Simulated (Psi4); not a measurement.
CHN, charge -1, doublet, at a GFN2-xTB geometry (a state made from the parent by changing its charge; the spin is typed, not shown lowest) (a gas-phase anion, which may not be bound at this level), atoms displaced at random by about 0.002 Å a coordinate; HF/aug-cc-pVDZ in Psi4 1.11.

Psi4 was given this input:
```
memory 2 GB

molecule {
-1 2
C    -0.46782198    0.30691672   -0.07827690
N     0.62230369   -0.22321957    0.06905738
H    -1.52718584   -0.29272577   -0.01009580
}

set {
  basis aug-cc-pvdz
  reference uhf
}

energy('scf')
print_variables()
```

Q: Predict the main parts of the log of this Psi4 run.

A: 
```
   => Loading Basis Set <=

    Name: AUG-CC-PVDZ
    Role: ORBITAL
    Keyword: BASIS

         ---------------------------------------------------------
                                   SCF
               by Justin Turney, Rob Parrish, Andy Simmonett
                          and Daniel G. A. Smith
                              UHF Reference
         ---------------------------------------------------------

  ==> Geometry <==

    Molecular point group: cs
    Full point group: Cs

    Geometry (in Angstrom), charge = -1, multiplicity = 2:

       Center              X                  Y                   Z               Mass
    ------------   -----------------  -----------------  -----------------  -----------------
         C            0.306708536901     0.526087445620     0.000000000000    12.000000000000
         N           -0.241593635930    -0.565008599511     0.000000000000    14.003074004430
         H           -0.295139404527     1.586394298133     0.000000000000     1.007825032230

  Running in cs symmetry.

  Rotational constants: A =     20.22251  B =      1.46230  C =      1.36369 [cm^-1]
  Rotational constants: A = 606255.62770  B =  43838.61300  C =  40882.38932 [MHz]
  Nuclear repulsion =   22.526361679376777

  Charge       = -1
  Multiplicity = 2
  Electrons    = 15
  Nalpha       = 8
  Nbeta        = 7

  ==> Algorithm <==

  SCF Algorithm Type is DF.
  DIIS enabled.
  MOM disabled.
  Fractional occupation disabled.
  Guess Type is SAD.
  Energy threshold   = 1.00e-06
  Density threshold  = 1.00e-06
  Integral threshold = 1.00e-12

  ==> Primary Basis <==

  Basis Set: AUG-CC-PVDZ
    Blend: AUG-CC-PVDZ
    Number of shells: 23
    Number of basis functions: 55
    Number of Cartesian functions: 59
    Spherical Harmonics?: true
    Max angular momentum: 2

   => Loading Basis Set <=

    Name: (AUG-CC-PVDZ AUX)
    Role: JKFIT
    Keyword: DF_BASIS_SCF

  ==> Integral Setup <==

  SCF_SUBTYPE=INCORE selected. In-core MEM_DF algorithm will be used.
  Using in-core AOs.

  ==> MemDFJK: Density-Fitted J/K Matrices <==

    J tasked:                   Yes
    K tasked:                   Yes
    wK tasked:                   No
    Algorithm:                 Core
    Schwarz Cutoff:           1E-12
    Mask sparsity (%):       0.0000
    Fitting Condition:        1E-10

   => Auxiliary Basis Set <=

  Basis Set: (AUG-CC-PVDZ AUX)
    Blend: AUG-CC-PVDZ-JKFIT
    Number of shells: 68
    Number of basis functions: 204
[...]
   @DF-UHF iter  15:   -92.82247980619582   -4.66664e-08   1.44997e-06 DIIS
   @DF-UHF iter  16:   -92.82247982245313   -1.62573e-08   8.03762e-07 DIIS
  Energy and wave function converged.

  ==> Post-Iterations <==

   @Spin Contamination Metric:   6.982464471E-02
   @S^2 Expected:                7.500000000E-01
   @S^2 Observed:                8.198246447E-01
   @S   Expected:                5.000000000E-01
   @S   Observed:                5.000000000E-01

    Orbital Energies [Eh]
    ---------------------

    Alpha Occupied:

[...]
    Alpha Virtual:

[...]
    Beta Occupied:

[...]
       6Ap    -0.151550

    Beta Virtual:

[...]
    Final Occupation by Irrep:
             Ap   App
    DOCC [     6,    1 ]
    SOCC [     1,    0 ]
    NA   [     7,    1 ]
    NB   [     6,    1 ]

  @DF-UHF Final Energy:   -92.82247982245313

   => Energetics <=

    Nuclear Repulsion Energy =             22.5263616793767767
    One-Electron Energy =                -173.8713305551941062
    Two-Electron Energy =                  58.5224890533641968
    Total Energy =                        -92.8224798224531327

  UHF NO Occupations:
  HONO-2 :    1App 1.9885776
  HONO-1 :    6 Ap 1.9800955
  HONO-0 :    7 Ap 1.0000000
  LUNO+0 :    8 Ap 0.0199045
  LUNO+1 :    2App 0.0114224
  LUNO+2 :    9 Ap 0.0021489
  LUNO+3 :   10 Ap 0.0012872

Computation Completed

Properties will be evaluated at   0.000000,   0.000000,   0.000000 [a0]

Properties computed using the SCF density matrix

 Multipole Moments:

 ------------------------------------------------------------------------------------
     Multipole            Electronic (a.u.)      Nuclear  (a.u.)        Total (a.u.)
 ------------------------------------------------------------------------------------

 L = 1.  Multiply by 2.5417464519 to convert [e a0] to [Debye]
 Dipole X            :          0.0230016           -0.2759825           -0.2529809
 Dipole Y            :         -1.5256070            1.4888373           -0.0367697
 Dipole Z            :          0.0000000            0.0000000            0.0000000
 Magnitude           :                                                    0.2556390

 ------------------------------------------------------------------------------------

  Variable Map:
  ----------------------------------------------------------------------------
[...]
  Array Variable Map:
  ----------------------------------------------------------------------------
[...]
[...]
```
